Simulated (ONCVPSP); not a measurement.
# Logarithmic derivatives: phosphorus, ONCV

P (Z = 15), optimised norm-conserving Vanderbilt (ONCV), made with ONCVPSP 4.0.1 (PBE, scalar-relativistic). Core [Ne], reference 3s2 3p3. Waves: 3s: rc 1.65 bohr, ncon 4, nbas 9, qcut 4.7 1/bohr, 1 projector; 3p: rc 1.35 bohr, ncon 3, nbas 8, qcut 7.1 1/bohr, 3 projectors, debl 2.1 Ha. Local part: polynomial inside 0.95 bohr (lpopt 5, dvloc0 0 Ha). Core correction: none.

The phase is arctan(r·R′/R) of the radial function R(r), unwrapped; energies in Ha, scanned from -2 to 5 Ha. A pole is an energy at which the radial function vanishes at the test radius. The pseudo phase is shifted by a multiple of π to meet the all-electron one at the reference energy, and phase errors are pseudo minus all-electron; the curves can meet again beyond the range given. Levels narrower than the energy grid can be missing from the lists of poles.

Problem. For each channel, where are the poles, and over which energies does the pseudopotential scatter like the atom?

Solution.

| channel | radius (bohr) | reference energy (Ha) | poles, all-electron | poles, pseudo | unbroken range about the reference energy with phases within 0.05 rad | phase error 1 Ha above the reference energy (rad) |
| --- | --- | --- | --- | --- | --- | --- |
| s | 1.68 | -0.51 | 1.73 | 0.63, 2.27 | below 0.4 | -0.071 |
| p | 1.37 | -0.20 | 4.52 | 4.52 | the whole range | +0.000 |

Note: ghosts flagged at negative energy: p at -88.6 eV; GHOST(+) flagged for s at 21.4 eV. A true bound ghost makes a file unfit for plane-wave use.

Phases in the p channel:

| E (Ha) | all-electron | pseudo |
| --- | --- | --- |
| -1.98 | 0.970 | 0.975 |
| -1.80 | 0.922 | 0.925 |
| -1.62 | 0.865 | 0.868 |
| -1.44 | 0.799 | 0.800 |
| -1.26 | 0.720 | 0.721 |
| -1.08 | 0.625 | 0.625 |
| -0.90 | 0.512 | 0.512 |
| -0.72 | 0.377 | 0.377 |
| -0.54 | 0.220 | 0.219 |
| -0.36 | 0.043 | 0.043 |
| -0.18 | -0.144 | -0.144 |
| 0.00 | -0.330 | -0.330 |
| 0.18 | -0.503 | -0.503 |
| 0.36 | -0.657 | -0.657 |
| 0.54 | -0.788 | -0.788 |
| 0.72 | -0.898 | -0.898 |
| 0.90 | -0.990 | -0.989 |
| 1.08 | -1.066 | -1.066 |
| 1.26 | -1.131 | -1.130 |
| 1.44 | -1.185 | -1.185 |
| 1.62 | -1.232 | -1.232 |
| 1.80 | -1.272 | -1.272 |
| 1.98 | -1.308 | -1.308 |
| 2.16 | -1.339 | -1.339 |
| 2.34 | -1.367 | -1.367 |
| 2.52 | -1.392 | -1.391 |
| 2.70 | -1.414 | -1.414 |
| 2.88 | -1.435 | -1.435 |
| 3.06 | -1.454 | -1.453 |
| 3.24 | -1.471 | -1.471 |
| 3.42 | -1.487 | -1.487 |
| 3.60 | -1.503 | -1.503 |
| 3.78 | -1.517 | -1.517 |
| 3.96 | -1.531 | -1.531 |
| 4.14 | -1.544 | -1.544 |
| 4.32 | -1.557 | -1.557 |
| 4.50 | -1.569 | -1.569 |
| 4.68 | -1.581 | -1.581 |
| 4.86 | -1.593 | -1.593 |
